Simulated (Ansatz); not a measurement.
Born–Oppenheimer molecular dynamics of F4H4O2W (11 atoms, charge 0, multiplicity 1). It starts at the highest image of a converged band. Of that band: The profile has 2 maxima (images 1, 6) with wells between them (image 2): this band takes more than one step, which may be the mechanism or a detour left from its start path. A vibrational analysis at the climbing image gives one clearly imaginary mode, 647i cm⁻¹: a first-order saddle point.

Level of theory: RKS LDA/def2-SVP (Ansatz).

* ensemble: NVE (velocity Verlet)
* time step: 0.5 fs
* steps asked: 200
* starting velocities drawn for: 300 K
* seed: 5398

Frames 5 fs apart, positions in Å, forces in eV/Å.

Velocities at 5 fs (Å/ps):

```
W 0.14 -0.05 -0.05
O 4.32 2.55 4.37
H -6.59 -1.82 2.78
F 0.61 0.50 -2.06
F -1.84 -5.82 6.83
F -0.65 1.70 -4.84
O 1.21 -1.01 -2.65
H -26.64 18.41 6.01
F -1.35 1.83 -1.13
H -15.37 3.03 -5.04
H -3.29 -1.45 1.32
```

```xyz
11
Properties=species:S:1:pos:R:3:forces:R:3 time_fs=5 energy_less_start_eV=0.110 T=206
W 0.089 0.067 -0.029 -0.25 -1.41 0.19
O 0.383 -0.387 2.030 -0.44 -0.29 -0.25
H -0.516 -0.428 2.440 0.29 0.04 -0.01
F 1.944 0.177 0.086 -0.02 0.06 0.10
F 0.349 1.520 -1.092 0.25 1.33 -1.06
F -1.591 0.446 0.674 -0.16 -0.09 0.22
O 0.381 -1.788 -0.032 -0.04 0.27 0.77
H 0.693 -1.907 0.918 0.08 -0.22 -0.33
F -0.886 -0.434 -1.528 0.09 0.00 0.02
H 0.295 1.622 1.072 0.19 0.26 -0.02
H 0.434 0.962 1.684 0.00 0.05 0.36
11
Properties=species:S:1:pos:R:3:forces:R:3 time_fs=10 energy_less_start_eV=0.264 T=74
W 0.089 0.066 -0.029 -0.34 -1.88 0.64
O 0.400 -0.376 2.050 -0.02 -0.17 -0.73
H -0.490 -0.430 2.445 -0.32 0.00 0.34
F 1.947 0.180 0.077 -0.08 0.07 0.15
F 0.342 1.502 -1.066 0.41 2.19 -1.80
F -1.595 0.454 0.651 -0.22 -0.18 0.36
O 0.386 -1.790 -0.041 -0.29 0.44 0.67
H 0.588 -1.858 0.939 0.39 -0.47 0.03
F -0.892 -0.425 -1.534 0.18 0.00 0.06
H 0.249 1.646 1.065 0.33 -0.19 0.36
H 0.415 0.970 1.717 -0.04 0.18 -0.08
11
Properties=species:S:1:pos:R:3:forces:R:3 time_fs=15 energy_less_start_eV=0.244 T=91
W 0.089 0.062 -0.028 -0.28 -1.45 1.01
O 0.412 -0.368 2.061 -1.00 -0.50 -0.40
H -0.480 -0.428 2.500 0.55 0.04 -0.17
F 1.949 0.184 0.069 -0.17 0.07 0.15
F 0.340 1.510 -1.062 0.35 1.95 -1.53
F -1.602 0.459 0.633 -0.06 -0.15 0.41
O 0.387 -1.786 -0.039 -0.30 0.21 0.80
H 0.568 -1.910 0.946 0.33 -0.21 -0.25
F -0.895 -0.416 -1.538 0.32 -0.06 0.15
H 0.274 1.646 1.123 0.12 0.27 -0.19
H 0.392 1.010 1.744 0.13 -0.17 0.01
11
Properties=species:S:1:pos:R:3:forces:R:3 time_fs=20 energy_less_start_eV=0.150 T=171
W 0.089 0.057 -0.026 -0.17 0.13 0.77
O 0.414 -0.367 2.063 0.14 -0.29 -1.03
H -0.419 -0.421 2.554 -0.59 -0.04 0.31
F 1.949 0.188 0.063 -0.23 0.01 0.12
F 0.342 1.542 -1.077 0.14 0.78 -0.66
F -1.610 0.463 0.621 0.17 -0.13 0.40
O 0.383 -1.780 -0.025 -0.29 -0.18 0.31
H 0.628 -2.016 0.911 0.26 0.02 -0.04
F -0.895 -0.408 -1.541 0.42 -0.13 0.24
H 0.330 1.690 1.149 -0.01 -0.12 -0.20
H 0.398 1.020 1.764 0.16 -0.06 -0.21
11
Properties=species:S:1:pos:R:3:forces:R:3 time_fs=25 energy_less_start_eV=0.129 T=189
W 0.088 0.051 -0.023 -0.09 1.46 0.22
O 0.413 -0.371 2.054 -0.75 -0.17 -0.22
H -0.403 -0.416 2.625 0.47 0.08 -0.56
F 1.946 0.193 0.059 -0.17 -0.06 0.07
F 0.346 1.584 -1.101 -0.07 -0.43 0.21
F -1.615 0.465 0.613 0.31 -0.09 0.37
O 0.375 -1.776 -0.007 -0.11 -0.53 0.13
H 0.744 -2.112 0.853 0.04 0.26 -0.15
F -0.890 -0.401 -1.541 0.40 -0.19 0.24
H 0.386 1.710 1.127 -0.08 -0.42 -0.10
H 0.438 1.016 1.742 0.05 0.10 -0.22
11
Properties=species:S:1:pos:R:3:forces:R:3 time_fs=30 energy_less_start_eV=0.165 T=159
W 0.088 0.048 -0.020 -0.04 1.78 -0.27
O 0.406 -0.378 2.038 0.50 -0.10 -0.92
H -0.361 -0.398 2.626 -0.66 0.08 0.21
F 1.940 0.197 0.055 -0.01 -0.15 -0.01
F 0.349 1.621 -1.121 -0.21 -1.18 0.83
F -1.617 0.466 0.610 0.35 -0.02 0.36
O 0.365 -1.779 0.013 0.01 -0.50 -0.28
H 0.876 -2.155 0.771 -0.07 0.25 0.04
F -0.879 -0.397 -1.538 0.29 -0.24 0.13
H 0.422 1.657 1.071 -0.10 0.28 -0.34
H 0.492 1.022 1.681 -0.07 -0.19 0.26
11
Properties=species:S:1:pos:R:3:forces:R:3 time_fs=35 energy_less_start_eV=0.224 T=108
W 0.087 0.047 -0.017 -0.01 1.76 -0.89
O 0.401 -0.385 2.012 -0.35 0.32 0.16
H -0.389 -0.361 2.611 0.30 0.07 -0.48
F 1.935 0.199 0.052 0.22 -0.27 -0.08
F 0.350 1.643 -1.132 -0.26 -1.50 0.99
F -1.615 0.466 0.611 0.23 0.00 0.39
O 0.355 -1.789 0.029 0.17 -0.30 -0.50
H 0.989 -2.140 0.697 -0.14 0.12 0.16
F -0.865 -0.396 -1.533 0.07 -0.27 -0.10
H 0.437 1.638 0.963 -0.02 -0.05 0.48
H 0.528 1.003 1.655 -0.21 0.11 -0.13
11
Properties=species:S:1:pos:R:3:forces:R:3 time_fs=40 energy_less_start_eV=0.242 T=92
W 0.086 0.048 -0.015 0.17 1.24 -1.19
O 0.394 -0.388 1.986 0.09 0.27 0.00
H -0.409 -0.305 2.533 -0.25 0.01 0.10
F 1.933 0.198 0.047 0.32 -0.32 -0.10
F 0.347 1.647 -1.131 -0.26 -1.47 1.02
F -1.610 0.467 0.618 0.09 0.05 0.39
O 0.348 -1.804 0.038 0.41 0.04 -0.57
H 1.065 -2.092 0.655 -0.32 0.04 0.12
F -0.850 -0.398 -1.530 -0.14 -0.35 -0.27
H 0.446 1.625 0.948 -0.03 0.28 0.36
H 0.520 1.004 1.615 -0.07 0.21 0.13
11
Properties=species:S:1:pos:R:3:forces:R:3 time_fs=45 energy_less_start_eV=0.185 T=141
W 0.086 0.050 -0.015 0.52 0.84 -0.81
O 0.387 -0.388 1.960 -0.41 0.11 0.34
H -0.452 -0.253 2.457 0.11 -0.15 0.06
F 1.934 0.192 0.041 0.22 -0.28 -0.05
F 0.341 1.632 -1.116 -0.22 -1.15 0.87
F -1.603 0.468 0.629 -0.04 0.10 0.33
O 0.347 -1.818 0.038 0.20 0.54 -0.89
H 1.079 -2.042 0.653 -0.12 -0.16 0.32
F -0.837 -0.405 -1.530 -0.26 -0.46 -0.30
H 0.446 1.679 1.008 -0.09 0.37 -0.11
H 0.495 1.051 1.608 0.09 0.25 0.25
11
Properties=species:S:1:pos:R:3:forces:R:3 time_fs=50 energy_less_start_eV=0.062 T=247
W 0.086 0.054 -0.015 0.74 0.03 0.12
O 0.374 -0.385 1.940 -0.55 0.12 0.21
H -0.484 -0.231 2.400 0.22 -0.21 0.11
F 1.938 0.183 0.035 0.07 -0.18 0.02
F 0.333 1.603 -1.091 -0.13 -0.43 0.43
F -1.597 0.470 0.645 -0.10 0.15 0.20
O 0.349 -1.825 0.025 0.41 0.64 -0.67
H 1.042 -2.019 0.709 -0.43 -0.07 -0.02
F -0.827 -0.417 -1.534 -0.26 -0.51 -0.19
H 0.427 1.804 1.064 -0.01 -0.04 0.10
H 0.488 1.166 1.640 0.05 0.51 -0.32
11
Properties=species:S:1:pos:R:3:forces:R:3 time_fs=55 energy_less_start_eV=-0.113 T=397
W 0.087 0.058 -0.016 0.58 -1.63 1.28
O 0.354 -0.381 1.920 0.04 0.18 -0.57
H -0.492 -0.254 2.382 -0.28 -0.08 0.34
F 1.943 0.172 0.029 -0.05 -0.02 0.10
F 0.323 1.570 -1.061 0.00 0.69 -0.19
F -1.593 0.475 0.663 -0.05 0.23 0.02
O 0.356 -1.822 0.001 0.01 0.55 -0.90
H 0.926 -2.019 0.780 -0.15 -0.08 0.13
F -0.820 -0.436 -1.540 -0.16 -0.42 -0.01
H 0.402 1.961 1.111 -0.01 0.60 -0.37
H 0.496 1.370 1.634 0.06 -0.02 0.16
11
Properties=species:S:1:pos:R:3:forces:R:3 time_fs=60 energy_less_start_eV=-0.243 T=509
W 0.089 0.059 -0.015 0.13 -2.88 1.81
O 0.333 -0.373 1.895 -0.56 0.53 -0.08
H -0.512 -0.303 2.414 0.54 -0.06 -0.31
F 1.947 0.161 0.024 -0.08 0.16 0.15
F 0.313 1.545 -1.033 0.12 1.73 -0.87
F -1.589 0.482 0.681 -0.01 0.28 -0.17
O 0.365 -1.812 -0.035 0.02 -0.01 -0.20
H 0.757 -2.031 0.855 -0.17 0.08 -0.44
F -0.815 -0.460 -1.546 -0.04 -0.12 0.12
H 0.382 2.208 1.113 0.08 0.02 0.07
H 0.511 1.611 1.628 -0.03 0.28 -0.09
```

Of the whole run (100 fs, mean temperature of the second half 535 K): The conserved energy stayed within 0.044 meV per atom of its start (net change 0.016 meV per atom), so the integration is sound. The kinetic energy rose, since the run started high on the potential surface and went downhill. It ends in pieces (F4H2O2W + H2), so much of that is their flight and rotation, not heat. A run of 0.1 ps of so small a system gives no equilibrium averages. The orbitals stay closed-shell, which can raise the energy where a bond breaks towards radicals; this wasn't checked here.

Time of the run: 3.4 min on 4 threads of Arm Neoverse V2 (shared host), peak memory 0.19 GiB.
